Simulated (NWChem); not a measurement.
System: 1,1-difluoroethane (C2H4F2); SMILES C(C)(F)F

NWChem input:

```
start job
memory heap 200 mb stack 900 mb global 1100 mb
geometry units angstroms noautosym nocenter noautoz
  C     -0.113080     1.366535     0.000000
  C      0.350818    -0.060260     0.000000
  F     -0.122764    -0.705529    -1.092215
  F     -0.122764    -0.705529     1.092215
  H     -1.212214     1.387995     0.000000
  H      0.256316     1.886308    -0.894476
  H      0.256316     1.886308     0.894476
  H      1.451454    -0.162517     0.000000
end
basis spherical
  C library def2-svpd
  F library def2-svpd
  H library def2-svpd
end
dft
  xc xcamb88 1.00 lyp 0.81 vwn_5 0.19 hfexch 1.00
  cam 0.33 cam_alpha 0.19 cam_beta 0.46
  iterations 150
end
property
  response 1 0.0
end
task dft property
```

Excerpt of the output:

```
             Northwest Computational Chemistry Package (NWChem) 7.3.0
             --------------------------------------------------------

                             Geometry "geometry" -> ""
                             -------------------------

 Output coordinates in angstroms (scale by  1.889725989 to convert to a.u.)

  No.       Tag          Charge          X              Y              Z
 ---- ---------------- ---------- -------------- -------------- --------------
    1 C                    6.0000    -0.11308000     1.36653500     0.00000000
    2 C                    6.0000     0.35081800    -0.06026000     0.00000000
    3 F                    9.0000    -0.12276400    -0.70552900    -1.09221500
    4 F                    9.0000    -0.12276400    -0.70552900     1.09221500
    5 H                    1.0000    -1.21221400     1.38799500     0.00000000
    6 H                    1.0000     0.25631600     1.88630800    -0.89447600
    7 H                    1.0000     0.25631600     1.88630800     0.89447600
    8 H                    1.0000     1.45145400    -0.16251700     0.00000000

 Effective nuclear repulsion energy (a.u.)     132.8145384597

                              NWChem Property Module
                              ----------------------

                                 NWChem DFT Module
                                 -----------------

 Summary of "ao basis" -> "ao basis" (spherical)
 ------------------------------------------------------------------------------
       Tag                 Description            Shells   Functions and Types
 ---------------- ------------------------------  ------  ---------------------
 C                         def2-svpd                 8       20   4s2p2d
 F                         def2-svpd                 9       23   4s3p2d
 H                         def2-svpd                 4        8   2s2p

            General Information
            -------------------
          SCF calculation type: DFT
          Wavefunction type:  closed shell.
          No. of atoms     :     8
          No. of electrons :    34
           Alpha electrons :    17
            Beta electrons :    17
          Charge           :     0
          Spin multiplicity:     1
          Use of symmetry is: off; symmetry adaption is: off
          Maximum number of iterations: 150
          AO basis - number of functions:   118
                     number of shells:    50
          Convergence on energy requested:  1.00D-06
          Convergence on density requested:  1.00D-05
          Convergence on gradient requested:  5.00D-04

              XC Information
              --------------
                     Hartree-Fock (Exact) Exchange  1.000
                   CAM-Becke88 Exchange Functional  1.000
                      VWN V Correlation Functional  0.190 local
              Lee-Yang-Parr Correlation Functional  0.810

           Range-Separation Parameters
           ---------------------------
           Alpha           :  0.19
           Beta            :  0.46
           Gamma           :  0.33
           Short-Range HF  :     F

             Grid Information
             ----------------
          Grid used for XC integration:  medium
          Radial quadrature: Mura-Knowles
          Angular quadrature: Lebedev.
          Tag              B.-S. Rad. Rad. Pts. Rad. Cut. Ang. Pts.
          ---              ---------- --------- --------- ---------
          C                   0.70       49          10.0       434
          F                   0.50       49          10.0       434
          H                   0.35       45          11.0       434
          Grid pruning is: on
          Number of quadrature shells:   376
          Spatial weights used:  Erf1

      Superposition of Atomic Density Guess
      -------------------------------------

 Sum of atomic energies:        -275.84169435

      Non-variational initial energy
      ------------------------------

 Total energy =    -277.548320
 1-e energy   =    -644.411169
 2-e energy   =     234.048311
 HOMO         =      -0.387327
 LUMO         =       0.076610

   convergence    iter        energy       DeltaE   RMS-Dens  Diis-err
 ---------------- ----- ----------------- --------- --------- ---------
 d= 0,ls=0.0,diis     1   -277.9299222096 -4.11D+02  1.39D-02  9.19D-01
 d= 0,ls=0.0,diis     2   -277.9445876717 -1.47D-02  5.17D-03  1.03D+00
 d= 0,ls=0.0,diis     3   -278.0288470464 -8.43D-02  7.50D-04  1.56D-02
 d= 0,ls=0.0,diis     4   -278.0299194925 -1.07D-03  2.85D-04  2.72D-03
 d= 0,ls=0.0,diis     5   -278.0301624070 -2.43D-04  5.82D-05  2.67D-05
  Resetting Diis
 d= 0,ls=0.0,diis     6   -278.0301662681 -3.86D-06  1.52D-05  1.31D-06
 d= 0,ls=0.0,diis     7   -278.0301664580 -1.90D-07  5.90D-06  1.84D-07

         Total DFT energy =     -278.030166457960
      One electron energy =     -646.625305446474
           Coulomb energy =      268.904618033205
    Exchange-Corr. energy =      -33.124017504368
 Nuclear repulsion energy =      132.814538459677

 Numeric. integr. density =       34.000001275723

                       DFT Final Molecular Orbital Analysis
                       ------------------------------------

 Vector   15  Occ=2.000000D+00  E=-4.710599D-01
              MO Center= -1.2D-01,  7.7D-01, -5.6D-10, r^2= 2.5D+00
   Bfn.  Coefficient  Atom+Function         Bfn.  Coefficient  Atom+Function
  ----- ------------  ---------------      ----- ------------  ---------------
     5      0.291051  1 C  px                87     -0.270259  5 H  s
     6      0.233719  1 C  py                46     -0.234419  3 F  py
    69     -0.234419  4 F  py                95      0.184953  6 H  s
   103      0.184953  7 H  s                111     -0.156193  8 H  s
    49      0.154252  3 F  py                72      0.154252  4 F  py

 Vector   16  Occ=2.000000D+00  E=-4.673915D-01
              MO Center= -2.9D-02,  4.1D-01,  2.6D-09, r^2= 2.8D+00
   Bfn.  Coefficient  Atom+Function         Bfn.  Coefficient  Atom+Function
  ----- ------------  ---------------      ----- ------------  ---------------
     7      0.318928  1 C  pz                46     -0.293905  3 F  py
    69      0.293905  4 F  py                95     -0.236607  6 H  s
   103      0.236607  7 H  s                 47      0.215369  3 F  pz
    70      0.215369  4 F  pz                49      0.199160  3 F  py
    72     -0.199160  4 F  py                50     -0.140818  3 F  pz

 Vector   17  Occ=2.000000D+00  E=-4.148540D-01
              MO Center=  2.0D-01, -4.9D-02,  2.3D-09, r^2= 2.1D+00
   Bfn.  Coefficient  Atom+Function         Bfn.  Coefficient  Atom+Function
  ----- ------------  ---------------      ----- ------------  ---------------
   111      0.288302  8 H  s                 45      0.272570  3 F  px
    68      0.272570  4 F  px                 6      0.259611  1 C  py
    25      0.260614  2 C  px                26     -0.215515  2 C  py
    46     -0.201478  3 F  py                69     -0.201478  4 F  py
   112      0.180773  8 H  s                 48     -0.178424  3 F  px

 Vector   18  Occ=0.000000D+00  E= 4.896415D-02
              MO Center=  6.5D-01,  9.4D-01, -7.3D-10, r^2= 8.7D+00
   Bfn.  Coefficient  Atom+Function         Bfn.  Coefficient  Atom+Function
  ----- ------------  ---------------      ----- ------------  ---------------
    24      3.608641  2 C  s                  3      2.542168  1 C  s
     4      2.417541  1 C  s                 96     -1.839110  6 H  s
   104     -1.839110  7 H  s                 44     -1.570799  3 F  s
    67     -1.570799  4 F  s                112     -1.513249  8 H  s
    88     -1.138317  5 H  s                 23      0.881737  2 C  s

 Vector   19  Occ=0.000000D+00  E= 7.778405D-02
              MO Center=  3.8D-01,  7.9D-01, -5.0D-10, r^2= 9.8D+00
   Bfn.  Coefficient  Atom+Function         Bfn.  Coefficient  Atom+Function
  ----- ------------  ---------------      ----- ------------  ---------------
    24      5.897251  2 C  s                  4     -4.734122  1 C  s
   112     -2.312644  8 H  s                  3     -1.926870  1 C  s
    88      1.497614  5 H  s                 44     -1.374400  3 F  s
    67     -1.374400  4 F  s                 96      1.360888  6 H  s
   104      1.360888  7 H  s                 23      1.351571  2 C  s

 Vector   20  Occ=0.000000D+00  E= 1.082676D-01
              MO Center= -3.0D-01, -5.0D-01, -4.5D-08, r^2= 8.9D+00
   Bfn.  Coefficient  Atom+Function         Bfn.  Coefficient  Atom+Function
  ----- ------------  ---------------      ----- ------------  ---------------
    24      3.271259  2 C  s                 44     -1.788304  3 F  s
    67     -1.788304  4 F  s                112      1.312567  8 H  s
     4     -1.194551  1 C  s                116     -1.016253  8 H  px
    51     -0.792608  3 F  px                74     -0.792608  4 F  px
    53     -0.686910  3 F  pz                76      0.686910  4 F  pz

     Multipole analysis of the density
     ---------------------------------

     L   x y z        total         alpha         beta         nuclear
     -   - - -        -----         -----         ----         -------
     0   0 0 0     -0.000000    -17.000000    -17.000000     34.000000

     1   1 0 0      0.415793      0.237615      0.237615     -0.059436
     1   0 1 0      0.807733      0.275155      0.275155      0.257422
     1   0 0 1     -0.000000     -0.000000     -0.000000      0.000000

     2   2 0 0    -16.292846    -16.706295    -16.706295     17.119744
     2   1 1 0     -0.392160      0.601009      0.601009     -1.594178
     2   1 0 1     -0.000000     -0.000000     -0.000000      0.000000
     2   0 2 0    -17.327399    -60.900217    -60.900217    104.473035
     2   0 1 1      0.000000      0.000000      0.000000      0.000000
     2   0 0 2    -19.256486    -50.825790    -50.825790     82.395094

 *** CALLING NEW AORESP DRIVER FOR CLOSED AND OPEN SHELLS ***
 Entering AOResponse driver routine

--------------------------------------------------------------------------------

          -----------------------------------------------
          Solving response equations for perturbing field
          -----------------------------------------------

 number of frequencies:     1
 frequency in a.u.:  0.0000000E+00
 Perturbing field: electric
 Using El. Dipole Length Gauge

 Setting up CPKS with frequency omega =      0.00000000 a.u.

 STATIC response

                                NWChem CPHF Module
                                ------------------

  scftype          =     RHF
  nclosed          =       17
  nopen            =        0
  variables        =     1717
  # of vectors     =        3
  tolerance        = 0.10D-03
  level shift      = 0.00D+00
  max iterations   =       50
  max subspace     =       30

 SCF residual:    4.9749981957672668E-004

Iterative solution of linear equations
  No. of variables     1717
  No. of equations        3
  Maximum subspace       30
        Iterations       50
       Convergence  1.0D-04

   iter   nsub   residual    time
   ----  ------  --------  ---------
     1      3    1.06D+00      81.5
     2      6    8.10D-01      92.7
     3      9    1.98D-01     113.7
     4     12    1.44D-02     134.7
     5     15    4.17D-03     151.9
     6     18    6.66D-04     167.1
     7     21    1.57D-04     179.5
     8     24    1.69D-05     192.2

 Electric Dipole Response Matrix (nonzero elements):

              1        2        3
    1   28.1086  -0.2346   0.0000
    2   -0.2346  30.1808  -0.0000
    3    0.0000  -0.0000  29.0532

 ------------------------------------------
 average:        29.11419 + I       0.00000

 DFT Linear Response polarizability / au
 Frequency  =       0.0000000 / au
              X              Y              Z
 -----------------------------------------------
 X      28.1086022     -0.2346467      0.0000000
 Y      -0.2346474     30.1807957     -0.0000000
 Z       0.0000000     -0.0000000     29.0531688
 -----------------------------------------------
 Eigenvalues =      28.0823640     30.2070339     29.0531688
 Isotropic   =      29.1141889
 Anisotropic =       1.8422932
 -----------------------------------------------

 Magnetic Dipole Response Matrix (nonzero elements):

 Exiting AOResponse driver routine
```

Level: CAM-B3LYP/def2-SVPD. The geometry was optimised at PBE0/def2-SVP.
